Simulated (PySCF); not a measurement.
P²⁺: excitation energy

P²⁺ [Ne] 3s2 3p1 (2P) → P²⁺ [Ne] 3s1 3p2 (4P), as a difference of total energies. Computed with PySCF 2.14 in aug-cc-pCVTZ-DK (8s7p5d3f, 75 functions), with the spin-free X2C one-electron Hamiltonian (Gaussian nucleus). Correlated levels: valence: [Ne] frozen. The calculations carry no spin-orbit coupling.

| method | excitation energy (cm⁻¹) |
| --- | --- |
| UHF | 44529 |
| MP2 (valence) | 52411 |
| SCS-MP2 (valence) | 55494 |
| CCSD (valence) | 55319 |
| CCSD(T) (valence) | 55532 |

A first-order spin-orbit estimate (lowest level to lowest level, LS coupling) adds 0.005 eV.
